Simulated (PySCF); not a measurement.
C2H5Be, charge +1.

```xyz
8

Be    -0.6306     1.6872     0.0000
C      0.4345     0.3824     0.0000
C     -0.2004    -1.0069     0.0000
H      1.0639     0.5584     0.8832
H      1.0639     0.5584    -0.8832
H     -0.8087    -1.1868    -0.8860
H     -0.8087    -1.1868     0.8860
H      0.6071    -1.7448     0.0000
```
Charge +1, spin multiplicity 1.

The structure is a stationary point at PBE0-D3(BJ)/def2-TZVP. The spin state was assumed, not searched. The isomer is the one that the SMILES or the coordinates give; other isomers of the formula were not compared.

All values below come from KT2/pcSseg-2 (PySCF). Non-relativistic, no solvent.

Computed absolute GIAO shielding of each atom: isotropic value and principal components (ppm):
```json
[
 {"atom": "Be1", "σ(iso)": "127.9", "σ11": "117.5", "σ22": "118.9", "σ33": "147.2", "span": "29.6"},
 {"atom": "C2", "σ(iso)": "150.6", "σ11": "108.5", "σ22": "155.6", "σ33": "187.8", "span": "79.3"},
 {"atom": "C3", "σ(iso)": "164.8", "σ11": "153.4", "σ22": "157.4", "σ33": "183.5", "span": "30.1"},
 {"atom": "H4", "σ(iso)": "27.8", "σ11": "23.9", "σ22": "26.5", "σ33": "33.0", "span": "9.1"},
 {"atom": "H5", "σ(iso)": "27.8", "σ11": "23.9", "σ22": "26.5", "σ33": "33.0", "span": "9.1"},
 {"atom": "H6", "σ(iso)": "29.2", "σ11": "25.2", "σ22": "27.7", "σ33": "34.8", "span": "9.7"},
 {"atom": "H7", "σ(iso)": "29.2", "σ11": "25.2", "σ22": "27.7", "σ33": "34.8", "span": "9.7"},
 {"atom": "H8", "σ(iso)": "29.0", "σ11": "24.5", "σ22": "26.5", "σ33": "36.1", "span": "11.6"}
]
```
